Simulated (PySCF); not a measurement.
## Worked example: chemical shift, span and skew from a shielding tensor

Zn(SeH)2 (H₂Se₂Zn), SMILES [SeH][Zn][SeH]. Atoms are numbered in the order given.

```xyz
5

Zn     0.0000     0.0000     0.0133
Se    -2.3071     0.0302     0.0242
H     -2.3395    -1.0140    -1.0218
Se     2.3071    -0.0302     0.0242
H      2.3395     1.0140    -1.0218
```
Charge 0, spin multiplicity 1.

The structure is a stationary point at B3LYP-D3(BJ)/def2-SVP. Other conformers were not sampled.

GIAO shieldings from PBE/pcSseg-1 (PySCF), non-relativistic, no solvent. The symmetric part of the tensor of Se2 has the principal values 2042.9, 2097.9, 2328.8 ppm. The same nucleus in Me2Se has σ = 1634.8 ppm at this level (PySCF, at its B3LYP-D3(BJ)/def2-TZVP geometry).

### Question
Work out the isotropic shielding, the ⁷⁷Se shift against Me2Se, the span and the skew.

### Answer

σ(iso) = (σ11 + σ22 + σ33)/3 = 2156.5 ppm. δ = σ(ref) − σ(iso) = 1634.8 − (2156.5) = -521.7 ppm.
Span Ω = σ33 − σ11 = 285.9 ppm. Skew κ = 3(σ(iso) − σ22)/Ω = 0.62. Tumbling in solution averages the tensor to δ; in a static solid the shielding alone would spread this spin-1/2 line over Ω.
